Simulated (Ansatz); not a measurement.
CH6AlNO2Si, SMILES `N[SiH]1C[O][Al]1[OH]`, relaxed with RKS PBE0-D4/def2-TZVP in Ansatz from a PBE-D4/def2-SVP geometry. The force threshold is 0.005 eV/Å; the program also tests the step.

Charge 0, multiplicity 1.

Start:

```xyz
12

N     0.624   -1.139    1.879
Si    0.528   -0.712    0.193
C    -1.160   -0.619   -0.815
O    -1.171    0.687   -1.422
Al    0.217    1.513   -0.729
O     0.555    3.172   -1.003
H     0.761   -2.112    2.158
H     0.108   -0.616    2.589
H     1.490   -1.647   -0.501
H    -1.204   -1.408   -1.602
H    -2.045   -0.762   -0.151
H     1.298    3.643   -0.595
```

Question: By how much does the energy fall, and how many steps does the optimiser take? (Estimate.)

Answer: Ansatz gave: 0.07 eV, in 8 steps.

Question: Which bonds change most? (An estimate is asked.)

Answer: The calculation gave: Si2–C3 from 1.969 to 1.934 Å; O4–Al5 from 1.758 to 1.725 Å; N1–Si2 from 1.742 to 1.713 Å; Al5–O6 from 1.715 to 1.689 Å.

Question: Give the relaxed structure. (Estimate.)

Answer: Computed: 
```xyz
12

N     0.553   -1.150    1.846
Si    0.519   -0.707    0.192
C    -1.141   -0.621   -0.799
O    -1.172    0.699   -1.366
Al    0.200    1.511   -0.708
O     0.547    3.142   -0.981
H     0.811   -2.076    2.142
H     0.078   -0.636    2.566
H     1.484   -1.625   -0.479
H    -1.182   -1.364   -1.605
H    -2.013   -0.777   -0.153
H     1.315    3.605   -0.656
```
